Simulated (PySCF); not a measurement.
C2H4NO (SMILES CC([NH-])=O), charge -1, singlet, at a GFN2-xTB geometry. Base run: DF-CAMB3LYP/def2-SV(P) (PySCF).

Here is a job for PySCF.
```python
from pyscf import gto, scf, dft

mol = gto.Mole()
mol.atom = '''
    O     0.44102955    1.19748662    0.47680953
    C     0.16163575    0.06201656    0.02088216
    N     0.95199448   -0.88773121   -0.38661403
    C    -1.33545762   -0.32173137   -0.09676049
    H    -1.85084567    0.40012995   -0.73220856
    H    -1.43095332   -1.31866720   -0.52101978
    H    -1.79883849   -0.29696355    0.89081905
    H     1.93137104   -0.59198498   -0.29049862
'''
mol.basis = 'def2-sv(p)'
mol.charge = -1
mol.verbose = 4
mol.build()

mf = dft.RKS(mol)
mf.xc = 'camb3lyp'
mf = mf.density_fit(auxbasis='def2-universal-jkfit')
mf.kernel()
mf.analyze()
```

Variants of this job, named by their change:

```tsv
change	basis functions	E (Eh)	HOMO (eV)	HOMO-LUMO gap (eV)	core-seconds (rough)
base	64	-208.34138	-1.05	8.93	6
basis = STO-3G	24	-205.58670	4.34	10.49	4
basis = 3-21G	44	-207.32127	-0.12	10.28	4
basis = pcseg-1	76	-208.48951	-1.46	8.82	7
basis = pc-1	76	-208.49191	-1.46	8.92	6
basis = 6-31+G*	80	-208.53986	-2.07	6.84	7
basis = def2-SVPD	115	-208.39718	-2.09	7.71	10
basis = 6-311++G**	116	-208.60299	-2.14	5.87	10
basis = 6-311+G(2d,p)	?	?	?	?	10
basis = pc-2	176	?	?	?	20
basis = cc-pVTZ	176	?	?	?	20
basis = def2-TZVPP	180	-208.62078	-1.86	8.57	20
basis = def2-TZVPD	187	-208.62510	-2.11	6.89	20
```

Question: Complete the blanks.

Answer: 
- basis = 6-311+G(2d,p), basis functions: 132
- basis = 6-311+G(2d,p), E (Eh): -208.60762
- basis = 6-311+G(2d,p), HOMO (eV): -2.13
- basis = 6-311+G(2d,p), HOMO-LUMO gap (eV): 6.71
- basis = pc-2, E (Eh): -208.62833
- basis = pc-2, HOMO (eV): -2.00
- basis = pc-2, HOMO-LUMO gap (eV): 7.89
- basis = cc-pVTZ, E (Eh): -208.60657
- basis = cc-pVTZ, HOMO (eV): -1.65
- basis = cc-pVTZ, HOMO-LUMO gap (eV): 8.44

Totals compare only among sets that treat the same electrons; sets with core potentials leave the core out.
